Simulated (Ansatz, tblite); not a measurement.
Removing an electron: BCl2(SMe) (CH₃BCl₂S). The state is a singlet with charge 0. Geometry: PBE0-D4/def2-SVP. Ansatz, gas phase; energy differences of separate SCF runs; the oxidised species was run as a doublet alone.

```xyz
8

B     0.1950    1.2157    0.9025
Cl    1.7738    0.4833    1.1339
Cl   -0.1944    2.7137    1.7255
S    -1.0583    0.5047   -0.1458
C    -0.2832   -1.0003   -0.7977
H     0.6256   -0.7579   -1.3634
H    -1.0204   -1.4607   -1.4679
H    -0.0381   -1.6985    0.0130
```

The xTB rows come from tblite.

```tsv
level	−HOMO (eV)	vertical IE (eV)	−LUMO (eV)	HOMO–LUMO gap (eV)
GFN1-xTB	11.87	14.93	6.98	4.88
GFN2-xTB	11.19	14.00	7.30	3.89
PBE-D4/def2-TZVP	6.57	9.60	2.02	4.55
r2SCAN-D4/def2-TZVP	6.84	9.69	1.78	5.06
PBE0-D4/def2-TZVP	7.76	9.79	1.14	6.61
```

Relaxing the oxidised species (PBE0-D4/def2-SVP) changes its energy by -0.28 eV at PBE0-D4/def2-TZVP, so the adiabatic ionisation energy to this nearest minimum is 9.51 eV. At PBE-D4/def2-TZVP it is 9.36 eV.   Raw xTB energy differences between charge states are shifted by several eV; the methods need an empirical correction for them.
